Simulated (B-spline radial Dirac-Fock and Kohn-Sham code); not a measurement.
# What relativity does to the binding energies of Cr

System: the free chromium atom, [Ar] 3d5 4s1.

Both columns are ΔSCF binding energies of the configuration average from an atomic code on a B-spline grid: non-relativistic Hartree-Fock with a point nucleus, and Dirac-Fock with a finite nucleus and the Coulomb interaction alone, averaged over the two j levels with weights 2j+1.

| shell | Hartree-Fock (eV) | Dirac-Fock (eV) | shift (eV) | shift (%) |
| --- | --- | --- | --- | --- |
| 1s | 5957.2 | 6004.0 | +46.77 | +0.79 |
| 2s | 695.2 | 704.8 | +9.54 | +1.37 |
| 2p | 583.2 | 584.7 | +1.53 | +0.26 |
| 3p | 51.65 | 51.90 | +0.25 | +0.49 |
| 3d | 5.39 | 5.23 | -0.15 | -2.86 |
| 4s | 5.55 | 5.63 | +0.08 | +1.49 |

Relativity binds 1s, 2s, 2p, 3p, 4s more strongly, among those listed most of all 4s in relative terms, and 3d more weakly, because the contracted s and p shells screen the nucleus better.

Values without a named source are computed, but for edge energies of neutral atoms, which are taken from tables.
